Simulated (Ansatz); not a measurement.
Kohn–Sham single points on BFGeH4Si (`F[SiH]1[BH][GeH2]1`).

```yaml
crystal:
  periodic: [false, false, false]
  atoms:
    - {symbol: F, position_ang: [-2.802242, -0.096990, 1.042559]}
    - {symbol: Si, position_ang: [-1.254205, -0.152122, 0.669637]}
    - {symbol: B, position_ang: [-0.400132, 0.469738, -0.853153]}
    - {symbol: Ge, position_ang: [1.416999, -0.002278, -0.444537]}
    - {symbol: H, position_ang: [-0.595985, -0.820467, 1.814610]}
    - {symbol: H, position_ang: [-0.786075, 1.014126, -1.834400]}
    - {symbol: H, position_ang: [1.843417, -0.708935, 0.852474]}
    - {symbol: H, position_ang: [2.670323, 0.239828, -1.303089]}
basis:
  gaussian: {orbitals: def2-TZVPP}
hamiltonian: {xc: {name: wB97X-V}}
output: {orbitals: {seedname: orbitals}}
```

```sh
$ ansatz run in.yaml --threads 4 --pin off --events-out ev --progress --plain
```

It prints (some lines left out):

```
Functional definition: wB97X-V
1241 factors; their error is unknown
269 factors; integrals over basis functions are off by at most 9.3e-6 eV
mean field evaluation 1: about -67844.5415 eV, gradient 4.1e1 eV
mean field evaluation 2: about -67845.0972 eV, gradient 4.3e1 eV
mean field evaluation 4: about -67847.7758 eV, gradient 1.9e0 eV
mean field evaluation 8: about -67847.7908 eV, gradient 5.0e-2 eV
mean field evaluation 16: about -67847.9783 eV, gradient 1.3e-4 eV
mean field -67847.97827380 eV, -2493.3672125509 hartree, gradient 2.2e-5 eV, S^2 0.000000; 0 other end points of the search recorded, 0 dependent functions left out
reference -67847.97827175 eV, -2493.3672124754 hartree; 32, 32 occupied and 176, 176 virtual orbitals, 1241 factors
Total energy: -67847.97827175 eV, -2493.3672124754 hartree
```

It took 3.4 s on 4 threads of a server CPU on a shared host, with 0.62 GiB of host memory at the peak.

With the line `hamiltonian: {xc: {name: revPBE}, dispersion: d4}` (abridged; 0.95 s):

```
Functional definition: revPBE
mean field evaluation 16: about -67848.6544 eV, gradient 3.3e-4 eV
mean field -67848.65442098 eV, -2493.3920605014 hartree, gradient 4.0e-5 eV, S^2 0.000000
Total energy: -67849.14297443 eV, -2493.4100145095 hartree
```

The same input with `hamiltonian: {xc: {name: B3LYP}, dispersion: d4}` and forces (abridged; 2.2 s):

```
Functional definition: B3LYP
mean field evaluation 16: about -67857.7495 eV, gradient 6.1e-5 eV
mean field -67857.74946198 eV, -2493.7262970934 hartree, gradient 6.1e-5 eV, S^2 0.000000
Total energy: -67858.05090970 eV, -2493.7373750926 hartree
Atom 0 force    -0.224800     0.014666     0.039943 eV/Å
Atom 1 force     0.067340    -0.061517     0.101150 eV/Å
Atom 2 force    -0.115696     0.063712    -0.095124 eV/Å
Atom 3 force     0.245078     0.000998    -0.075877 eV/Å
Atom 4 force    -0.048380     0.051377    -0.087511 eV/Å
Atom 5 force     0.046320    -0.070041     0.128824 eV/Å
Atom 6 force     0.012049    -0.000673    -0.002714 eV/Å
Atom 7 force     0.018089     0.001477    -0.008691 eV/Å
Dipole moment:     0.271282    -0.111910     0.142872 e Å
```

The same input with `hamiltonian: {xc: {name: r2SCANh}, dispersion: d4}` (abridged; 2.1 s):

```
Functional definition: r2SCANh
mean field evaluation 16: about -67852.7242 eV, gradient 3.1e-4 eV
mean field -67852.72422548 eV, -2493.5416230581 hartree, gradient 1.2e-5 eV, S^2 0.000000
Total energy: -67852.76912186 eV, -2493.5432729697 hartree
```

With the line `hamiltonian: {xc: r2scan, dispersion: d4}` and forces (abridged; 2.3 s):

```
Functional definition: r2SCAN
mean field evaluation 16: about -67853.1847 eV, gradient 3.7e-3 eV
mean field -67853.18469246 eV, -2493.5585449073 hartree, gradient 6.6e-6 eV, S^2 0.000000
Total energy: -67853.22580356 eV, -2493.5600557123 hartree
Atom 0 force    -0.085045     0.008100     0.009667 eV/Å
Atom 1 force     0.065794    -0.033805     0.047223 eV/Å
Atom 2 force    -0.005669     0.027118    -0.055162 eV/Å
Atom 3 force     0.073820    -0.018283     0.015458 eV/Å
Atom 4 force    -0.011157     0.009777    -0.014959 eV/Å
Atom 5 force     0.023913    -0.016439     0.027661 eV/Å
Atom 6 force    -0.012913     0.032162    -0.061418 eV/Å
Atom 7 force    -0.048742    -0.008631     0.031530 eV/Å
Dipole moment:     0.257543    -0.110120     0.143623 e Å
```

The same input with `hamiltonian: {xc: {name: B97M-V}}` (abridged; 3.1 s):

```
Functional definition: B97M-V
mean field evaluation 16: about -67842.6058 eV, gradient 8.1e-4 eV
mean field -67842.60580820 eV, -2493.1697780815 hartree, gradient 1.2e-5 eV, S^2 0.000000
Total energy: -67842.60586948 eV, -2493.1697803334 hartree
```

B3LYP takes the VWN-RPA correlation (the form of Gaussian; ORCA's B3LYP/G).
